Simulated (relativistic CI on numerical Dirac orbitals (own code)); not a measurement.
**Mn6+ in a cubic cluster: 2p photoemission with charge transfer**

Computed with a charge-transfer multiplet model of a cubic metal-ligand cluster with up to 2 ligand holes, Slater and spin-orbit integrals from Dirac-Coulomb-Breit ions, Slater integrals scaled by 0.7. The parameters are those of a tetrahedral site (10Dq negative, t2 hopping the larger). The ground state mixes d1 with configurations of k ligand holes L, whose averages lie at kΔ + k(k − 1)U_dd/2; a core hole lowers each added d electron by U_cd. 20 K, Lorentzian 0.6 eV and Gaussian 0.8 eV FWHM.

Atomic integrals in eV (Slater integrals scaled, ζ unscaled), ground: F2dd 9.285, F4dd 5.869, zeta_d 0.064; with the core hole: F2dd 9.285, F4dd 5.869, zeta_d 0.092, zeta_core 6.783, F2cd 6.807, G1cd 5.482, G3cd 3.126. Where a configuration has fewer than two d electrons, the dd integrals are those of d2.

Cluster parameters (eV): U_dd = 6.4, U_cd = 8.3, 10Dq = -0.45, 10Dq(ligand) = 0, V(eg) = 1.9, V(t2g) = -3.23, final-state hopping factor = 0.8.

```tsv
Case	n_d	d1	d2L	d3L2	S
Δ = -1.9 eV	2.06	0.19	0.56	0.25	0.50
Δ = 0.1 eV	1.95	0.25	0.55	0.20	0.50
Δ = 2.1 eV	1.82	0.33	0.53	0.15	0.50
```

Weights, n_d and S are thermal averages at 20 K. Binding energies count from the first peak over 30 % of the highest in each spectrum, which can be another peak from case to case. The parameters are a model scan and need not match a compound or its usual spin state. Peaks in eV (height, largest 100):
- Δ = -1.9 eV: 0.0 (100), 3.4 (13), 7.6 (8), 11.3 (54), 13.6 (11), 15.6 (12), 26.7 (6)
- Δ = 0.1 eV: 0.0 (100), 3.5 (12), 11.2 (55), 14.0 (13), 15.0 (14), 26.0 (7)
- Δ = 2.1 eV: 0.0 (100), 3.6 (12), 11.2 (57), 14.0 (18), 25.3 (7)

Curve for Δ = 2.1 eV (points under 2 left out, the grid thinned):

E (eV), Intensity and a bar:
```
     -3.5        2.1 
     -2.9        3.0 
     -2.3        5.1 #
     -1.7       11.2 ###
     -1.1       35.4 ##########
     -0.5       82.5 #########################
      0.0      100.0 ##############################
      0.6       84.9 #########################
      1.2       47.5 ##############
      1.8       20.3 ######
      2.4       10.9 ###
      3.0       10.4 ###
      3.6       11.6 ###
      4.2        9.9 ##
      4.8        8.1 ##
      5.4        7.2 ##
      6.0        6.7 #
      6.5        6.3 #
      7.1        6.9 #
      7.7        7.8 ##
      8.3        8.2 ##
      8.9        8.4 ##
      9.5       10.4 ###
     10.1       17.8 #####
     10.7       42.5 ############
     11.3       55.2 ################
     11.9       29.0 ########
     12.5       13.0 ###
     13.0       11.9 ###
     13.6       16.6 ####
     14.2       17.6 #####
     14.8       15.0 ####
     15.4       11.4 ###
     16.0        7.6 ##
     16.6        5.5 #
     17.2        4.6 #
     17.8        4.3 #
     18.4        3.4 
     19.0        2.5 
     19.5        2.2 
     24.3        3.2 
     24.9        6.2 #
     25.5        6.7 #
     26.1        3.6 
     26.7        2.0
```

For the case Δ = 0.1 eV, Δ = 0.1 eV is smaller than U_dd = 6.4 eV, the charge-transfer side of the Zaanen-Sawatzky-Allen scheme. With the core hole the configuration with one ligand hole lies at Δ − U_cd = -10.2, -8.2, -6.2 eV from the one without, in the order of the table; where this is negative the screened configuration lies lower, though the effective hopping of about 6.4 eV (from the holes of the mixed ground state) mixes the two strongly wherever it is as large as the gap.

With at most 2 ligand holes the space is cut while the next configuration still counts, so covalency is underestimated, and a final configuration with one more ligand hole, which can lie low, is missing from the spectra.
